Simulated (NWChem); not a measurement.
Species: CH$_{3}$FSn, singlet; SMILES [Sn]([F])[CH3]

Program: NWChem. Low-valent species are run as closed-shell singlets; no triplet was tried in these runs. Coordinates come from a PBE0/def2-SVP optimisation. def2 effective core potentials on Sn; no spin-orbit coupling. B3LYP is NWChem's, with the RPA form of VWN correlation. Ions are spin-unrestricted doublets at the neutral geometry; other ion states weren't tried.

| level | vertical ionisation energy, ΔSCF (eV) | −ε(HOMO) (eV) | ΔSCF minus −ε(HOMO) (eV) |
|---|---|---|---|
| B3LYP/def2-SVPD | 8.95 | 6.58 | 2.37 |
| PBE/def2-SVPD | 8.79 | 5.70 | 3.09 |
| LDA (Slater exchange, VWN5)/def2-SVPD | 9.05 | 5.87 | 3.18 |
| CAM-B3LYP/def2-SVPD | ___ | ___ | ___ |
| PBE0/def2-SVPD | 8.88 | 6.74 | 2.14 |

Question: Some entries are withheld; supply them.

Answer: 
- CAM-B3LYP/def2-SVPD, vertical ionisation energy, ΔSCF (eV): 9.02
- CAM-B3LYP/def2-SVPD, −ε(HOMO) (eV): 8.00
- CAM-B3LYP/def2-SVPD, ΔSCF minus −ε(HOMO) (eV): 1.02
